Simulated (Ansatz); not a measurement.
Geometry optimisation, RKS B3LYP/def2-mTZVP in Ansatz.

The input (input.yaml):

```yaml
crystal:
  periodic: [false, false, false]
  atoms:
    - { symbol: Ga, position_ang: [-0.058848, -0.441851, -0.545668] }
    - { symbol: C, position_ang: [-0.040164, -0.276198, 2.63065] }
    - { symbol: H, position_ang: [-1.000527, -0.24274, 3.144284] }
    - { symbol: H, position_ang: [0.745571, -0.568001, 3.328466] }
    - { symbol: H, position_ang: [0.190676, 0.71809, 2.240623] }
    - { symbol: H, position_ang: [1.3429, 0.185993, -0.881705] }
    - { symbol: H, position_ang: [-1.387029, 0.34305, -0.849633] }
    - { symbol: H, position_ang: [-0.133886, -1.85313, 0.137123] }
    - { symbol: H, position_ang: [-0.088993, -1.024313, 1.820358] }
basis:
  gaussian: { orbitals: def2-mTZVP }
hamiltonian:
  xc: b3lyp
relax:
  f_tol: 0.03
  max_steps: 50
```

Run as:

```bash
$ ansatz run input.yaml --threads 1 --pin off --max-ram 2048MiB --backend cpu --events-out ev --progress --plain --runs-dir out
```

Task: Where does it end, and by what steps?

Result: The forces met the threshold. The force dipped under the threshold on the way, but the program's further checks kept it going. After 7 steps the energy has fallen by 0.154 eV; H8 moved furthest, 0.76 Å.

| step | energy less start (eV) | largest force component (eV/Å) | accepted |
| --- | --- | --- | --- |
| 0 | 0.0000 | 0.605 | yes |
| 1 | -0.0924 | 0.212 | yes |
| 2 | -0.1320 | 0.159 | yes |
| 3 | -0.1479 | 0.089 | yes |
| 4 | -0.1519 | 0.034 | yes |
| 5 | -0.1531 | 0.012 | yes |
| 6 | -0.1530 | 0.104 | no |
| 7 | -0.1536 | 0.016 | yes |

```xyz
9
Properties=species:S:1:pos:R:3
Ga -0.063 -0.493 -0.680
C -0.037 -0.236 2.754
H -0.992 -0.065 3.246
H 0.750 -0.340 3.500
H 0.194 0.616 2.113
H 1.339 0.216 -0.771
H -1.381 0.365 -0.723
H -0.147 -2.062 -0.592
H -0.093 -1.160 2.176
```

Whether the end is a true minimum wasn't checked by a vibrational analysis.

Run time: 21 s on 1 thread of Arm Neoverse V1 (shared host), peak memory 0.16 GiB.
